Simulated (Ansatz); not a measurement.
`[GeH3][c]1ccccc1` + `[SH][GeH3]` → `[GeH3][S][GeH3]` + benzene  (ligand exchange at a Ge–C bond)

Computed with Ansatz on PBE0-D4/def2-TZVP structures; ΔE is electronic, products minus reactants. CCSD(T)/CBS is the MP2 limit (def2-TZVPP, def2-QZVPP) plus CCSD(T) − MP2 in def2-TZVPP, frozen cores. Functionals use def2-TZVPP. B3LYP here is the variant with VWN-RPA as its local correlation; programs differ in this. For Ge outer-core shells are correlated without core-valence functions, which leaves a few kJ/mol of doubt a bond. Scalar relativity is left out up to krypton.

`[GeH3][c]1ccccc1`:

Z-matrix (Å, degrees):
```
Ge
C 1 1.945
H 1 1.540 2 110.8
H 1 1.538 2 109.6 3 -119.7
H 1 1.538 2 109.6 3 119.7
C 2 1.393 1 120.7 3 -89.9
C 2 1.393 1 120.7 3 89.3
C 6 1.387 2 120.8 1 179.0
H 6 1.086 2 120.1 1 -1.3
C 7 1.387 2 120.8 1 -179.0
H 7 1.086 2 120.1 1 1.3
C 8 1.387 6 120.0 2 0.1
H 8 1.084 6 119.9 2 179.9
H 10 1.084 7 119.9 2 -179.9
H 12 1.084 8 120.1 6 179.9
```

`[SH][GeH3]`:

Z-matrix (Å, degrees):
```
Ge
S 1 2.224
H 1 1.536 2 110.4
H 1 1.533 2 104.8 3 119.2
H 1 1.536 2 110.4 3 -121.7
H 2 1.343 1 94.6 3 60.6
```

`[GeH3][S][GeH3]`:

Cartesian coordinates in Å:
```
Ge -0.594 -0.792 1.359
S 1.059 -1.054 -0.101
Ge 0.659 0.728 -1.366
H -0.437 0.550 2.093
H -0.481 -1.965 2.340
H -1.947 -0.821 0.629
H 0.748 2.005 -0.514
H 1.738 0.724 -2.454
H -0.744 0.624 -1.988
```

`c1ccccc1`:

Cartesian coordinates in Å:
```
C -0.070 -1.296 0.489
C 0.849 -0.403 1.020
C 0.920 0.893 0.531
C 0.070 1.296 -0.489
C -0.849 0.403 -1.020
C -0.920 -0.893 -0.531
H -0.125 -2.310 0.871
H 1.513 -0.719 1.817
H 1.638 1.591 0.946
H 0.125 2.310 -0.871
H -1.513 0.719 -1.817
H -1.638 -1.591 -0.946
```

```json
{"level": "PBE0-D4", "ΔE (kcal/mol)": "-16.5", "difference from CCSD(T)/CBS": "-1.0"}
{"level": "r2SCAN0-D4", "ΔE (kcal/mol)": "-17.0", "difference from CCSD(T)/CBS": "-1.5"}
{"level": "CAM-B3LYP-D4", "ΔE (kcal/mol)": "-15.5", "difference from CCSD(T)/CBS": "0.0"}
{"level": "PBE-QIDH", "ΔE (kcal/mol)": "-16.2", "difference from CCSD(T)/CBS": "-0.7"}
{"level": "revPBE", "ΔE (kcal/mol)": "-16.5", "difference from CCSD(T)/CBS": "-1.0"}
{"level": "r2SCAN", "ΔE (kcal/mol)": "-16.8", "difference from CCSD(T)/CBS": "-1.3"}
{"level": "PBE0", "ΔE (kcal/mol)": "-16.8", "difference from CCSD(T)/CBS": "-1.3"}
{"level": "B3LYP", "ΔE (kcal/mol)": "-16.5", "difference from CCSD(T)/CBS": "-1.0"}
{"level": "r2SCANh", "ΔE (kcal/mol)": "-17.0", "difference from CCSD(T)/CBS": "-1.5"}
{"level": "HF/def2-SVP", "ΔE (kcal/mol)": "-17.1", "difference from CCSD(T)/CBS": "-1.6"}
{"level": "MP2/def2-SVP", "ΔE (kcal/mol)": "-14.3", "difference from CCSD(T)/CBS": "1.2"}
{"level": "CCSD/def2-SVP", "ΔE (kcal/mol)": "-14.7", "difference from CCSD(T)/CBS": "0.8"}
{"level": "MP2/def2-TZVPP", "ΔE (kcal/mol)": "-14.5", "difference from CCSD(T)/CBS": "1.0"}
{"level": "MP2/def2-QZVPP", "ΔE (kcal/mol)": "-15.1", "difference from CCSD(T)/CBS": "0.4"}
{"level": "SCS-MP2/def2-QZVPP", "ΔE (kcal/mol)": "-15.2", "difference from CCSD(T)/CBS": "0.3"}
{"level": "MP2/CBS(def2)", "ΔE (kcal/mol)": "-15.5", "difference from CCSD(T)/CBS": "0.0"}
{"level": "CCSD(T)/CBS", "ΔE (kcal/mol)": "-15.5", "difference from CCSD(T)/CBS": "0"}
```

Largest T1 diagnostic among the species: 0.011.

At CCSD(T), def2-SVP lies +1.1 kcal/mol from the extrapolated value and def2-TZVPP +1.0 kcal/mol. Leaving LDA and LC-ωPBE aside and taking each functional with its dispersion term where it has one, the values, not all of them listed here, spread over 1.6 kcal/mol, from BHLYP-D4 to BLYP-D4. LDA lies +1.1 kcal/mol from PBE without D4.
